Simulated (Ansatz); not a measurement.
A ladder of methods for InNH2F2 (SMILES [NH2][In]([F])[F])

InNH2F2 has 6 atoms, charge 0, and is taken as a singlet. SMILES: `[NH2][In]([F])[F]`. The shape was relaxed beforehand at r2SCAN/def2-SVP.

Quantity: the adiabatic electron affinity (to the doublet anion, shapes relaxed at r2SCAN/def2-SVP, no zero-point term), in eV. The values are calculated.

The electron affinity is E(neutral) − E(anion): positive where the electron is bound.

| level | kind | program | value (eV) | less CCSD(T)/def2-SVP | CPU time (all runs) |
| --- | --- | --- | --- | --- | --- |
| HF/def2-SVP (core potential) | Hartree–Fock | Ansatz | 0.89 | -0.02 | 1.8 s |
| r2SCAN/def2-SVP (core potential) | meta-GGA | Ansatz | 1.35 | +0.44 | 8.9 s |
| B3LYP/def2-SVP (core potential) | global hybrid | Ansatz | 1.34 | +0.43 | 5.6 s |
| wB97M-V/def2-SVP (core potential) | range-separated hybrid | Ansatz | 1.15 | +0.24 | 26 s |
| B2PLYP/def2-SVP (core potential) | double hybrid | Ansatz | 1.08 | +0.17 | 7.4 s |
| RPA@PBE/def2-SVP (core potential) | RPA | Ansatz | 1.08 | +0.17 | 6.8 s |
| MP2/def2-SVP (core potential) | perturbation theory | Ansatz | 0.82 | -0.09 | 2.2 s |
| CCSD(T)/def2-SVP (core potential) | coupled cluster or CI | Ansatz | 0.91 | 0.00 | 33 s |

Differences are taken from CCSD(T)/def2-SVP (core potential) for orientation; it has basis-set and higher-order errors of its own. Spin-orbit coupling, which can split open shells on such heavy atoms by tenths of an eV, is left out. The values span 0.82 to 1.35 eV. In the correlated wave-function rows the outer d shell of In is correlated, in sets not made for it. In so small a basis fixed costs decide the times, and correlated methods can beat functionals. CPU times are rough (shared hosts, several kinds of processor and program).
